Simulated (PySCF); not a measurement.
C3H11BSi, SMILES B(C)(C[SiH3])C. Coordinates come from a PBE0-D3(BJ)/def2-SVP optimisation. The structure was generated by enumeration, and PubChem lists no compound with its InChIKey, so it may never have been made. The values are those of a single conformer.

Computed equilibrium geometry at PBE0-D3(BJ)/def2-SVP (PySCF confirms it by a frequency run) as bond lengths and angles (one conformer of several):
Atoms: Si1 C2 B3 C4 C5 H6 H7 H8 H9 H10 H11 H12 H13 H14 H15 H16. Bonds (Å): Si1–C2 1.889, Si1–H6 1.496, Si1–H7 1.496, Si1–H8 1.496, C2–B3 1.564, C2–H9 1.103, C2–H10 1.103, B3–C4 1.574, B3–C5 1.574, C4–H11 1.101, C4–H12 1.108, C4–H13 1.101, C5–H14 1.102, C5–H15 1.107, C5–H16 1.100. Bond angles (°): C2–Si1–H6 110.6, C2–Si1–H7 110.8, C2–Si1–H8 110.7, H6–Si1–H7 108.2, H6–Si1–H8 108.3, H7–Si1–H8 108.1, Si1–C2–B3 108.5, Si1–C2–H9 105.5, Si1–C2–H10 105.8, B3–C2–H9 113.3, B3–C2–H10 113.5, H9–C2–H10 109.6, C2–B3–C4 119.7, C2–B3–C5 120.7, C4–B3–C5 119.6, B3–C4–H11 114.3, B3–C4–H12 105.7, B3–C4–H13 114.3, H11–C4–H12 106.2, H11–C4–H13 109.5, H12–C4–H13 106.2, B3–C5–H14 112.2, B3–C5–H15 107.0, B3–C5–H16 115.3, H14–C5–H15 105.2, H14–C5–H16 109.3, H15–C5–H16 107.2.
